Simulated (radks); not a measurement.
Species: the iron ion Fe+. Configuration: [Ar] 3d6 4s1. Method: scalar-relativistic Kohn-Sham, PBE, spin-polarised, spherical densities, point nucleus; open shells are filled with parallel spins first; computed with a radial shooting solver on a logarithmic mesh with Libxc functionals.

Local quantities along the radius. ELF = 1/(1 + alpha^2) is the electron localisation function; alpha = (tau - tau_W)/tau_unif compares the Pauli kinetic energy density with that of the uniform gas (summed over spins); 4 pi r^2 rho is in e/bohr; s = |grad rho|/(2 (3 pi^2)^(1/3) rho^(4/3)) is the reduced gradient; -r V(r) is the screened charge that the Kohn-Sham potential of spin up presents (atomic units). tau is taken from the large components.

r (bohr)    ELF    alpha  4 pi r^2 rho       s  -r V(r)
0.002536  1.000  0.01620        0.9406  0.4739    25.80
0.003355  1.000  0.01676         1.562  0.4567    25.72
0.004404  1.000  0.01774         2.523  0.4473    25.62
0.005827  1.000  0.01938         4.060  0.4444    25.48
0.007649  1.000  0.02190         6.300  0.4480    25.31
0.01004   0.999  0.02586         9.493  0.4585    25.08
0.01328   0.999  0.03257         13.90  0.4777    24.77
0.01744   0.998  0.04389         19.14  0.5066    24.39
0.02289   0.996  0.06497         24.68  0.5486    23.90
0.03028   0.988   0.1101         29.38  0.6094    23.26
0.03975   0.957   0.2118         31.37  0.6866    22.50
0.05259   0.815   0.4760         29.84  0.7670    21.55
0.06903   0.475    1.051         26.26  0.7662    20.43
0.09061   0.279    1.608         24.37  0.5629    19.11
0.1199    0.411    1.197         27.53  0.3210    17.61
0.1574    0.705   0.6475         33.33  0.3199    16.00
0.2065    0.825   0.4605         34.26  0.4698    14.23
0.2733    0.718   0.6266         25.89  0.7012    12.30
0.3587    0.265    1.666         15.74  0.7800    10.37
0.4746    0.240    1.779         13.23  0.3003    8.444
0.623     0.669   0.7040         16.25  0.2575    6.680
0.8177    0.789   0.5177         15.50  0.4707    5.018
1.082     0.675   0.6931         9.713  0.7481    3.659
1.42      0.388    1.256         4.497   1.043    2.757
1.879     0.217    1.900         1.890   1.205    2.192
2.466     0.276    1.621        0.9020   1.359    1.886
3.237     0.409    1.203        0.3830   2.015    1.634
4.284     0.422    1.170        0.1037   3.789    1.478
5.623     0.243    1.764       0.01549   8.867    1.374
7.38      0.039    4.958     0.0009512   27.88    1.181

On this mesh the ELF has minima near r = 0.091, 0.41, 1.9 bohr, which separate the shells, and maxima near 0.21 (0.83), 0.82 (0.79), 3.7 (0.44).

Self-consistent cycle (total energy in hartree, residual of the potential): 1: -1271.193073, 3e+00; 2: -1272.034780, 1e+00; 3: -1272.282653, 4e-01; 4: -1272.278931, 3e-01; 5: -1272.292295, 1e-01; 6: -1272.297573, 1e-02; 7: -1272.297594, 5e-03; 8: -1272.297598, 5e-04; 9: -1272.297598, 1e-04; 10: -1272.297598, 6e-05; 11: -1272.297598, 8e-06; 12: -1272.297598, 6e-07; 13: -1272.297598, 8e-09; 14: -1272.297598, 4e-09.
